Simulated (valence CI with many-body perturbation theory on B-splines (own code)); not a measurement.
## E1 line list for Cr2+

Method: relativistic CI+MBPT: four valence electrons over a frozen Dirac-Fock core [Ar], radial functions for each j: 7 s, 7 p, 8 d, 6 f, 4 g, 1 h, with the one-electron correlation potential Σ1 (screened to all orders), the two-electron term Σ2, the three-electron term Σ3, Breit, model QED; selected single and double excitations, second order for the rest (own B-spline code, finite nucleus).

Against 67 measured levels this calculation errs by 1793 cm⁻¹ on average and by 4071 at most. These come from a selection out of Sugar and Corliss, J. Phys. Chem. Ref. Data 6, 317 (1977). Levels without a partner in it may be off by more, other configurations by 1,000 to 8,000 cm⁻¹. Among the levels kept, up to 440 cm⁻¹ of a level comes from second order outside the variational space, and about a tenth of that is noise between levels of different J, which matters for small intervals.

Lines 1 to 50 of 587 in falling wavelength, among levels below 155356 cm⁻¹, chosen from the strongest by gf and those to the six lowest levels. Wavelengths and rates use the calculated energies, so an error of 2000 cm⁻¹ moves a line at 2301 Å by 4.6 % and its rate by three times that or more. Electric multipoles are in the length gauge, E1 and E2 with the static RPA response of the core. Weak lines are less certain than strong ones. Lines between different terms over intervals too small for the method are left out, as are lines whose strength nearly cancels. Where a level lies close to another of its J and parity, the split of strength between their lines is uncertain. The highest levels of a list are the least certain.

Names give the largest LS component (configuration and term), which can be under half, so a name can repeat, a term be missing and a line seem to break the LS rules; names also repeat where a configuration has a term twice. Letters in brackets count levels of one name in rising energy.

```csv
λ vac (Å),Upper,Lower,A (s⁻¹),S (a.u.) with core polarisation,S without
3373,3d3 4p 1G°_4 [b],3d3 4s 1F_3,1.87e+07,3.18e+00,3.50e+00
2687,3d3 4p 1S°_0,3d3 4s 1P_1,2.33e+08,2.24e+00,2.44e+00
2662,3d3 4p 3H°_4 [a],3d3 4s 3H_4,3.96e+07,3.32e+00,3.64e+00
2658,3d3 4p 1H°_5 [a],3d3 4s 1H_5,5.42e+07,5.53e+00,6.04e+00
2642,3d3 4p 3P°_2 [a],3d3 4s 3P_2 [b],5.86e+07,2.67e+00,2.90e+00
2641,3d3 4p 1D°_2 [a],3d3 4s 1D_2 [a],6.95e+07,3.16e+00,3.45e+00
2637,3d3 4p 3H°_5 [a],3d3 4s 3H_5,4.42e+07,4.40e+00,4.83e+00
2627,3d3 4p 3P°_2 [a],3d3 4s 3P_2 [a],6.05e+07,2.71e+00,2.95e+00
2609,3d3 4p 3H°_6 [a],3d3 4s 3H_6,5.43e+07,6.19e+00,6.80e+00
2589,3d3 4p 5D°_3 [a],3d3 4s 3F_4 [a],4.29e+07,2.57e+00,2.80e+00
2584,3d3 4p 3D°_2 [a],3d3 4s 3F_3 [a],8.83e+07,3.76e+00,4.09e+00
2578,3d3 4p 3D°_1 [a],3d3 4s 3F_2 [a],1.42e+08,3.61e+00,3.93e+00
2554,3d3 4p 1D°_2 [a],3d3 4s 1P_1,1.18e+08,4.86e+00,5.30e+00
2531,3d3 4p 3D°_3 [a],3d3 4s 3F_4 [a],1.80e+08,1.01e+01,1.10e+01
2526,3d3 4p 3D°_2 [b],3d3 4s 3F_3 [a],1.25e+08,4.97e+00,5.41e+00
2518,3d3 4p 5F°_1,3d3 4s 3F_2 [a],1.06e+08,2.51e+00,2.73e+00
2490,3d3 4p 3F°_2 [b],3d3 4s 3D_1 [a],3.46e+07,1.32e+00,1.44e+00
2465,3d3 4p 3D°_1 [c],3d3 4s 1D_2 [a],6.27e+07,1.39e+00,1.51e+00
2444,3d3 4p 1P°_1 [a],3d3 4s 1D_2 [a],1.39e+08,3.00e+00,3.27e+00
2399,3d3 4d 3P_2,3d3 4p 3D°_3 [b],4.41e+07,1.50e+00,1.54e+00
2380,3d3 4p 1D°_2 [d],3d3 4s 1D_2 [b],2.54e+08,8.47e+00,9.23e+00
2377,3d3 4p 3F°_4 [b],3d3 4s 1G_4,1.37e+08,8.20e+00,8.91e+00
2375,3d3 4p 3G°_5 [a],3d3 4s 3F_4 [a],3.00e+08,2.19e+01,2.37e+01
2374,3d3 4d 3H_5,3d3 4p 3H°_5 [b],1.83e+07,1.33e+00,1.41e+00
2370,3d3 4p 3G°_4 [a],3d3 4s 3F_3 [a],2.96e+08,1.75e+01,1.89e+01
2368,3d3 4p 3F°_3 [b],3d3 4s 1G_4,2.93e+07,1.35e+00,1.46e+00
2365,3d3 4p 3G°_3 [a],3d3 4s 3F_2 [a],2.94e+08,1.34e+01,1.46e+01
2363,3d3 4p 3P°_2 [b],3d3 4s 3D_3 [a],1.27e+08,4.13e+00,4.52e+00
2362,3d3 4d 3H_6,3d3 4p 3H°_6 [b],2.06e+07,1.74e+00,1.83e+00
2360,3d3 4p 3P°_2 [b],3d3 4s 3D_2 [a],4.33e+07,1.40e+00,1.54e+00
2340,3d3 4p 3H°_4 [a],3d3 4s 3G_4,3.52e+07,2.00e+00,2.19e+00
2339,3d3 4p 1G°_4 [a],3d3 4s 1G_4,1.84e+08,1.05e+01,1.14e+01
2338,3d3 4p 1H°_5 [a],3d3 4s 1G_4,2.47e+08,1.71e+01,1.86e+01
2338,3d3 4p 3P°_0 [b],3d3 4s 3P_1 [b],2.04e+08,1.29e+00,1.41e+00
2333,3d3 4p 3H°_4 [a],3d3 4s 3G_3,2.48e+08,1.40e+01,1.53e+01
2329,3d3 4p 3H°_5 [a],3d3 4s 3G_5,3.91e+07,2.69e+00,2.93e+00
2326,3d3 4p 3P°_1 [b],3d3 4s 3P_2 [a],1.69e+08,3.15e+00,3.45e+00
2326,3d3 4p 1F°_3 [a],3d3 4s 1G_4,2.38e+08,1.04e+01,1.13e+01
2322,3d3 4p 1G°_4 [b],3d3 4s 1H_5,2.74e+08,1.52e+01,1.65e+01
2319,3d3 4p 3H°_5 [a],3d3 4s 3G_4,2.43e+08,1.65e+01,1.80e+01
2314,3d3 4p 3H°_4 [b],3d3 4s 3H_4,2.80e+08,1.54e+01,1.68e+01
2311,3d3 4p 3H°_5 [b],3d3 4s 3H_5,2.74e+08,1.84e+01,2.01e+01
2309,3d3 4p 3H°_6 [b],3d3 4s 3H_6,2.83e+08,2.24e+01,2.45e+01
2302,3d3 4p 3F°_3 [a],3d3 4s 3F_4 [a],3.84e+07,1.62e+00,1.75e+00
2302,3d3 4p 1H°_5 [b],3d3 4s 1H_5,2.73e+08,1.81e+01,1.96e+01
2301,3d3 4p 5G°_2,3d3 4s 5F_2,8.10e+07,2.44e+00,2.66e+00
2301,3d3 4p 3H°_6 [a],3d3 4s 3G_5,2.82e+08,2.20e+01,2.40e+01
2298,3d3 4p 5G°_3,3d3 4s 5F_3,8.76e+07,3.67e+00,4.02e+00
2297,3d3 4p 1D°_2 [c],3d3 4s 1F_3,2.71e+08,8.10e+00,8.82e+00
2296,3d3 4p 3F°_2 [d],3d3 4s 3F_2 [b],2.89e+08,8.65e+00,9.45e+00
```
